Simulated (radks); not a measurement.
Valence configurations of Si2+ (all share [Ne]). Method: non-relativistic Kohn-Sham, BLYP, spin-polarised, spherical densities, point nucleus; open shells are filled with parallel spins first; computed with a radial shooting solver on a logarithmic mesh with Libxc functionals. Energies are relative to 3s2; eigenvalues in eV for spin up.

valence      E (eV)  moment (Bohr magnetons)    e(3p)    e(3s)
3s2           0.000                        0        -  -28.420
3s1.5 3p0.5   3.656                        1  -21.292  -29.345
3s1 3p1       6.733                        2  -21.915  -30.061
3s0.5 3p1.5  10.810                        2  -22.197  -30.357
3p2          14.894                        2  -22.469        -

NIST lists [Ne] 3s2 as the ground configuration; this level of theory agrees among the configurations tried. The energies are those of spherical high-spin densities, not of single terms.
